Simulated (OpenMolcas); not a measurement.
## Ta4+: effect of the metal basis and ligand basis

Ta4+ with 6 ligands (fluoride) in octahedral coordination (Oh) at 1.99 Å. A charge of +0.333 e stands 2.8 Å behind each ligand.

- Program: OpenMolcas
- Method: CASSCF
- Spin-orbit coupling: RASSI with atomic mean-field integrals over the reference wave functions

Fixed: active space 1 electron in 5 orbitals (5d), DKH2 Hamiltonian.

States (labels of O, the rotations of Oh). Energies in cm-1 above the lowest state or level, χT in cm3 K/mol; under a threefold ground state the first gap can be a small split of the lowest multiplet, not the spin-orbit step; 10Dq is the gap between the two states.

```json
{"Run": "A", "Metal basis": "ANO-RCC-VDZP", "Ligand basis": "ANO-RCC-VDZP", "Ground state": "2T2", "First state of that spin": "2E 35442", "10Dq": "35442", "First gap with spin-orbit (degeneracies)": "4005 (4, 2)", "χT at 300 K": "0.042", "Cost": "roughly 12 core-seconds"}
{"Run": "B", "Metal basis": "ANO-RCC-VTZP", "Ligand basis": "ANO-RCC-VDZP", "Ground state": "2T2", "First state of that spin": "2E 35237", "10Dq": "35237", "First gap with spin-orbit (degeneracies)": "3807 (4, 2)", "χT at 300 K": "0.043", "Cost": "roughly 50 core-seconds"}
{"Run": "C", "Metal basis": "ANO-RCC-VTZP", "Ligand basis": "ANO-RCC-VTZP", "Ground state": "2T2", "First state of that spin": "2E 34159", "10Dq": "34159", "First gap with spin-orbit (degeneracies)": "3796 (4, 2)", "χT at 300 K": "0.043", "Cost": "roughly 90 core-seconds"}
```

Against A, |10Dq| changes by -0.6 % in B, -3.6 % in C.

Costs are those of the RASSCF and RASSI steps.

An orbital triplet at a regular site is open to Jahn-Teller coupling, which can distort the site and quench the lowest spin-orbit gaps and is left out. With metal d orbitals alone the field can be off either way by tens of per cent. Ligand-to-metal charge-transfer states are missing. The least metal-like active orbital is 77 % on the metal (Löwdin) and no ligand orbital is active, so the numbers are rough (holds for A; B). The least metal-like active orbital is 66 % on the metal (Löwdin) and no ligand orbital is active, so the numbers are rough (holds for C). No measured value stands beside these numbers; the geometry is a model, was not optimised and need not be the one that this ion takes.
